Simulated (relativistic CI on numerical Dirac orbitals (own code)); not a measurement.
**Hyperfine structure of Nb II, mass number 93**

Computed by Dirac-Coulomb-Breit CI, KLI orbitals optimised for each configuration, model QED (radiative potential, 1s self-energy scaled to tabulated hydrogen-like ionisation energies), valence Slater integrals scaled by 0.85, P86 correlation energy added to each configuration (own radial code, finite nucleus).

Configuration list (outside the closed core [Kr]): 4d4, 4d3.5s, 4d3.5p, 4d2.5s.5p, 4d2.5s2, 4d3.4f, 4d3.6s, 4d3.5d, 4d3.6p, 4d3.6d, 4d2.5s.6s, 4d2.5p2, 4d3.5f, 4d3.5g, 4d2.4f2, 4d3.6f. Levels of other configurations are missing.

Nuclear spin I = 9/2, μ = 6.163 μN, Q = -0.32 b (tables of Stone and Pyykkö). The electronic factors are computed for point nuclear moments, without core polarisation; leaving it out makes A of s and p electrons in near-neutral atoms 20 to 40 % too small, and it can dominate for d and f shells.

| Level | E (cm⁻¹) | A (MHz) | B (MHz) |
| --- | --- | --- | --- |
| 4d4 5D_1 | 122.2 | 72.19 | -42.8 |
| 4d4 5D_2 | 347.9 | 113.8 | -27.1 |
| 4d4 5D_3 | 655.4 | 166.3 | 30.8 |
| 4d4 5D_4 | 1027.8 | 224.3 | 129 |
| 4d3.5s 5F_1 | 3807.9 | -1491 | 17.2 |
| 4d3.5s 5F_2 | 4050.4 | 486.9 | 13.8 |
| 4d3.5s 5F_3 | 4408.5 | 945 | 24.6 |
| 4d3.5s 5F_4 | 4872.0 | 1106 | 44 |

Levels with J = 0, under 50 % of one LS term, or S terms without an open s electron are left out. Small factors come from cancelling terms and can be off by tens of per cent or more.

Correlation outside the listed configurations is missing or only estimated: errors of thousands of cm⁻¹ between configurations and terms are usual at this charge. Rates and lifetimes follow the computed energies and can be off by large factors. The fine structure of a lone outer electron comes out too small, for d and f at times inverted, and misplaced configurations move strength between like terms. 30 of the 33 excited levels that our extract of the measured tables holds in this range could be paired (the sources list more); they are missed by 666 cm⁻¹ on average and 2041 at most, and levels without a partner can miss by more.

Problem. Give the hyperfine levels of 4d4 5D_2 relative to its centre of gravity.

Solution. With K = F(F + 1) − I(I + 1) − J(J + 1), E = AK/2 + B[¾K(K + 1) − I(I + 1)J(J + 1)]/[2I(2I − 1)J(2J − 1)]: F = 5/2: -1264, F = 7/2: -854.2, F = 9/2: -333.5, F = 11/2: 292.4, F = 13/2: 1018 MHz.

LS names give the leading component of a level, which can be under half, so a name can repeat, a term be missing and a line seem to break the LS rules.
